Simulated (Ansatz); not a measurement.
Relaxation of ClF2HOZr (6 atoms, charge 0, multiplicity 1), to a largest force component of 0.02 eV/Å in at most 40 steps.

The calculation used Ansatz, RHF/def2-SVP.

```xyz
6
Properties=species:S:1:pos:R:3
Zr 0.000 0.000 0.000
O 0.000 0.000 2.070
H -0.909 -0.281 2.407
F 1.867 0.000 -0.659
F -0.933 1.616 -0.659
Cl -1.187 -2.056 -0.839
```

Problem. Where does it end, and by what steps?

Solution. The run converged. After 7 steps the energy has fallen by 0.981 eV; H3 moved furthest, 0.59 Å.

```
step  energy less start (eV)  largest force component (eV/Å)  accepted
   0                  0.0000                           3.000       yes
   1                 -0.6327                           2.175       yes
   2                 -0.8170                           0.468       yes
   3                 -0.8640                           0.512       yes
   4                 -0.8859                           2.067       yes
   5                 -0.9765                           0.162       yes
   6                 -0.9807                           0.040       yes
   7                 -0.9808                           0.004       yes
```

```xyz
6
Properties=species:S:1:pos:R:3
Zr -0.104 -0.052 -0.044
O -0.344 -0.093 1.835
H -0.470 -0.122 2.768
F 1.758 -0.018 -0.439
F -0.894 1.532 -0.744
Cl -1.107 -1.968 -1.057
```

Run time: 22 s on 1 thread of Arm Neoverse V2, on a shared host, peak memory 0.18 GiB.
